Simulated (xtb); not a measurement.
Input file for xtb: GFN1-xTB on CH4 (SMILES C).

```
$ xtb mol.xyz --gfn 1 --sp --chrg 0 --uhf 0
5

C      0.08907237    -0.04279987    -0.04091320
H     -0.95281287     0.05251676     0.26175068
H      0.50384399    -0.96267908     0.36889348
H      0.14996931    -0.07019624    -1.12800003
H      0.65536519     0.80919831     0.33271602
```

Question: Predict the final total energy.

Answer: -4.2742 hartree.
